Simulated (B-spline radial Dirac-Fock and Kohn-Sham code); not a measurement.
## Dipole and non-dipole photoemission parameters of Kr²⁺ 3p1/2

System: krypton as Kr²⁺, configuration 1s2 2s2 2p6 3s2 3p6 3d10 4s2 4p4; threshold 241.7 eV (orbital energy of the model). Level of theory: Dirac-Hartree-Slater photoionisation with a Latter tail; cross sections with all multipoles, angular parameters from the dipole term and its interference with E2; an atomic code on a B-spline grid.

For linearly polarised light dσ/dΩ = σ/(4π) [1 + β P₂(cos θ) + (δ + γ cos²θ) sin θ cos φ], with θ from the polarisation vector and φ the angle between the beam and the projection of the electron momentum on the plane normal to the polarisation.

```csv
hν (eV),σ (kb),β,γ,δ
264,197,-0.039,-0.141,0.097
300,208,0.563,0.090,0.079
426,182,1.281,0.188,0.017
520,150,1.443,0.094,0.005
542,143,1.467,0.075,0.004
563,137,1.487,0.059,0.003
619,121,1.527,0.025,0.002
644,115,1.541,0.013,0.001
762,89.2,1.583,-0.019,0.001
793,83.7,1.590,-0.022,0.001
931,63.9,1.608,-0.018,0.001
1253.6,36.6,1.609,0.053,0.004
1470,26.4,1.596,0.119,0.006
1486.9,25.8,1.594,0.124,0.006
1530,24.2,1.591,0.138,0.006
2040,12.8,1.546,0.300,0.012
2420,8.53,1.509,0.414,0.017
2750,6.23,1.478,0.505,0.021
3440,?,?,?,?
3610,3.10,1.400,0.712,0.034
6000,0.761,1.221,1.115,0.074
8047.8,0.321,1.103,1.344,0.110
8450,0.277,1.083,1.382,0.117
11500,0.107,0.951,1.611,0.168
12000,0.0937,0.933,1.642,0.176
12800,0.0763,0.905,1.687,0.189
```

Question: Give the values at 3440 eV.

Answer: σ = 3.51 kb, β = 1.415, γ = 0.674, δ = 0.032.

Values without a named source are computed, but for edge energies of neutral atoms, which are taken from tables.
